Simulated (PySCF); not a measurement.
# Relaxation of triplet AuH₄⁻

These are results of PySCF, UPBE0, basis Au def2-TZVPD with ECP60, H def2-TZVPD (scalar-relativistic core potentials, no spin–orbit coupling, density fitting), not measurements. A (50,194) grid was used.

A start at or just off a symmetric point, pushed along the force that breaks its symmetry, of D2d symmetry, free to break it:

```xyz
5
charge -1 multiplicity 3, angstrom
Au    0.0000    0.0000    0.0000
H     1.4070   -0.0505    0.9570
H    -1.4056    0.0520    0.9590
H    -0.0524    1.4055   -0.9591
H     0.0509   -1.4071   -0.9569
```

Optimiser trace:
```tsv
step	E − E(last) (kJ/mol)	largest gradient (Eh/bohr)
0	62.26	0.01220
1	28.80	0.00776
2	6.70	0.00428
3	1.05	0.00312
4	0.15	0.00152
5	0.01	0.00024
6	0.00	0.00002
```

It ends at D2d with Au–H 1.690 Å (×4); H–Au–H 75.3° (×2), H–Au–H 128.8° (×4) (after a last refinement on a finer grid). A frequency run shows 2 imaginary modes (one degenerate set), down to 400i cm⁻¹, so it is a higher-order saddle point.

Other spin states or occupations of the open shell can lie lower. At this level a singlet minimum of D4h symmetry lies 271 kJ/mol below this structure. No spin–orbit coupling is included, which matters more the heavier the element.

The relaxation took roughly 40 core-seconds on a shared host.
